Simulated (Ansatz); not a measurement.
`C[SiH](Cl)S[SiH2]Cl` + `BS` → `BS[SiH](C)Cl` + `S[SiH2]Cl`  (ligand exchange at the Si–S bond)

Isolated molecules relaxed with PBE0-D4/def2-TZVP in Ansatz; ΔE leaves out vibrations. CBS: MP2 limit from def2 TZ/QZ plus the TZ coupled-cluster correction, frozen cores. This one scheme is used for every species. Functionals use def2-TZVPP. One conformer a species, not always the lowest.

```json
{"species": "`C[SiH](Cl)S[SiH2]Cl`", "ωB97M-V energy (Eh)": "-1939.41669"}
{"species": "`BS`", "ωB97M-V energy (Eh)": "-424.82879"}
{"species": "`BS[SiH](C)Cl`", "ωB97M-V energy (Eh)": "-1214.50884"}
{"species": "`S[SiH2]Cl`", "ωB97M-V energy (Eh)": "-1149.73053"}
```

Work out ΔE.

ΔE = (-1214.50884) + (-1149.73053) − (-1939.41669) − (-424.82879) = 0.00611 Eh = +0.17 eV. CCSD(T)/CBS gives +0.16 eV.

Largest T1 diagnostic among the species: 0.015.

The D4 term adds +0.08 eV with B3LYP and +0.04 eV with PBE0; it sums over pairs of atoms, weighted by their polarisabilities, and B3LYP, whose exchange is more repulsive, gets the larger term. In def2-TZVPP, CCSD(T) changes the Hartree–Fock value by +0.04 eV (the triples alone add +0.01 eV) and MP2 by +0.06 eV.

B3LYP here is the variant with VWN-RPA as its local correlation; programs differ in this.
